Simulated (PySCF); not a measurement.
Cl₂Sb (SMILES [Cl][Sb+][Cl]), charge +1, singlet, at a GFN2-xTB geometry (core potentials on Sb). Base run: DF-TPSS/def2-TZVP (PySCF).

Here is a job for PySCF.
```python
from pyscf import gto, scf, dft

mol = gto.M(
    atom='''
Sb    0.377501   -0.020336    0.458054
Cl    0.770668    0.353973   -1.774531
Cl   -1.903172   -0.292964    0.400369
''',
    basis='def2-tzvp',
    ecp={'Sb': 'def2-tzvp'},
    charge=1,
    spin=0,
    verbose=4,
)

mf = dft.RKS(mol)
mf.xc = 'tpss'
mf = mf.density_fit(auxbasis='def2-universal-jkfit')
mf.kernel()
```

Each row names what was changed in the base input (with any setting that the change needs).

```
change              basis functions       E (Eh)  HOMO (eV)  HOMO-LUMO gap (eV)  core-seconds (rough)
------------------  ---------------  -----------  ---------  ------------------  --------------------
base                            124  -1160.40181     -13.69                2.74                     9
basis = LANL2DZ                  24    -35.01140     -14.18                2.59                     1
basis = def2-SV(P)               62  -1160.07052     -13.74                2.70                     8
basis = def2-SVP                 62  -1160.07052     -13.74                2.70                     5
basis = def2-SVPD                86  -1160.08344     -13.79                2.73                     7
basis = def2-TZVPP              134  -1160.40190     -13.69                2.74                    20
basis = def2-TZVPD              148  -1160.40284     -13.69                2.74                    10
basis = def2-QZVPP              222  -1160.43164     -13.68                2.75                    50
basis = def2-QZVP               222  -1160.43164     -13.68                2.75                    50
```

Totals compare only among sets that treat the same electrons; sets with core potentials leave the core out.
